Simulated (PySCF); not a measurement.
**SMILES C#CCC1=CCOCO1, C$_{7}$H$_{8}$O$_{2}$**

Molfile (atoms numbered from 1):
```
C7H8O2
     RDKit          3D

 17 17  0  0  0  0  0  0  0  0999 V2000
    3.4493    0.0606   -0.5246 C   0  0  0  0  0  0  0  0  0  0  0  0
    2.4717   -0.5560   -0.2159 C   0  0  0  0  0  0  0  0  0  0  0  0
    1.2974   -1.3165    0.1549 C   0  0  0  0  0  0  0  0  0  0  0  0
    0.0591   -0.4672    0.2625 C   0  0  0  0  0  0  0  0  0  0  0  0
    0.0259    0.8393    0.5024 C   0  0  0  0  0  0  0  0  0  0  0  0
   -1.2816    1.5741    0.5093 C   0  0  0  0  0  0  0  0  0  0  0  0
   -2.3208    0.7653   -0.0217 O   0  0  0  0  0  0  0  0  0  0  0  0
   -2.2532   -0.5262    0.4749 C   0  0  0  0  0  0  0  0  0  0  0  0
   -1.0851   -1.2099    0.0992 O   0  0  0  0  0  0  0  0  0  0  0  0
    4.3058    0.6008   -0.7978 H   0  0  0  0  0  0  0  0  0  0  0  0
    1.1095   -2.0941   -0.5909 H   0  0  0  0  0  0  0  0  0  0  0  0
    1.4777   -1.8140    1.1145 H   0  0  0  0  0  0  0  0  0  0  0  0
    0.9298    1.4038    0.6461 H   0  0  0  0  0  0  0  0  0  0  0  0
   -1.5442    1.9014    1.5300 H   0  0  0  0  0  0  0  0  0  0  0  0
   -1.2362    2.4560   -0.1344 H   0  0  0  0  0  0  0  0  0  0  0  0
   -2.3209   -0.5208    1.5809 H   0  0  0  0  0  0  0  0  0  0  0  0
   -3.0912   -1.0845    0.0500 H   0  0  0  0  0  0  0  0  0  0  0  0
  1  2  3  0
  2  3  1  0
  3  4  1  0
  4  5  2  0
  5  6  1  0
  6  7  1  0
  7  8  1  0
  8  9  1  0
  9  4  1  0
  1 10  1  0
  3 11  1  0
  3 12  1  0
  5 13  1  0
  6 14  1  0
  6 15  1  0
  8 16  1  0
  8 17  1  0
M  END
```

Theory: GIAO PBE0/pcSseg-1 magnetisability, rotational g tensor and spin-rotation constants, non-relativistic, gas phase in PySCF. Geometry: GFN2-xTB.

Problem. Give the nuclear spin-rotation constants along the inertial axes (H = +C I·J) beside the isotropic shieldings.

Solution. Rotational constants 4.0312, 1.0299, 0.8546 GHz. A star marks the isotopologue with that one atom substituted, in its own axes.
| atom | isotope | Caa (kHz) | Cbb (kHz) | Ccc (kHz) | mean (kHz) | σ (ppm) |
| --- | --- | --- | --- | --- | --- | --- |
| H10 | 1H | -0.167 | -0.064 | -0.096 | -0.109 | 30.2 |
| H11 | 1H | -0.423 | -0.026 | -0.041 | -0.163 | 28.8 |
| H12 | 1H | -0.399 | -0.084 | 0.006 | -0.159 | 28.5 |
| H13 | 1H | -0.012 | -0.013 | -0.097 | -0.041 | 26.3 |
| H14 | 1H | -0.324 | -0.083 | 0.018 | -0.130 | 27.2 |
| H15 | 1H | -0.410 | 0.005 | -0.038 | -0.148 | 27.2 |
| H16 | 1H | -0.373 | -0.098 | 0.048 | -0.141 | 26.6 |
| H17 | 1H | -0.114 | -0.037 | -0.053 | -0.068 | 26.3 |
| C1 | 13C* | 0.663 | 0.220 | 0.268 | 0.384 | 109.0 |
| C2 | 13C* | 0.636 | 0.217 | 0.306 | 0.386 | 102.3 |
| C3 | 13C* | 0.553 | 0.157 | 0.142 | 0.284 | 161.3 |
| C4 | 13C* | 2.092 | 0.340 | 0.185 | 0.872 | 28.6 |
| C5 | 13C* | 1.569 | 0.298 | 0.123 | 0.663 | 82.1 |
| C6 | 13C* | 0.892 | 0.222 | 0.178 | 0.431 | 118.8 |
| O7 | 17O* | -0.319 | -0.147 | -0.059 | -0.175 | 277.8 |
| C8 | 13C* | 1.035 | 0.258 | 0.218 | 0.504 | 92.9 |
| O9 | 17O* | -0.906 | -0.203 | -0.073 | -0.394 | 189.7 |

For the geometry as given, no vibrational averaging.
